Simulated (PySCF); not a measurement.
A compound of formula [C19H15N2]+ has these computed shifts in ppm, with the number of atoms in brackets (GIAO KT3/pcSseg-1, gas phase, PySCF SCF with an in-house response code, fitting set def2-universal-JFIT, grid level 2, non-relativistic, geometry: GFN2-xTB; 13C, 1H against isolated TMS; 15N against isolated NH3).

15N: 386.4 (1), 188.0 (1)
1H: 9.04 (1), 9.03 (1), 8.70 (1), 8.69 (1), 8.66 (1), 8.58 (1), 8.06 (1), 7.97 (1), 7.93 (2), 7.42 (2), 4.27 (3)
13C: 140.9 (1), 137.8 (1), 137.0 (1), 136.4 (1), 133.4 (1), 131.4 (1), 131.3 (1), 129.6 (1), 128.4 (1), 128.1 (1), 126.0 (1), 125.4 (2), 123.9 (1), 123.2 (2), 120.5 (1), 110.8 (1), 45.0 (1)

(1) Which structure gave them?

## Answers

(1) C[n+]1c2ccccc2nc2cccc(-c3ccccc3)c21. Other isomers were not compared.
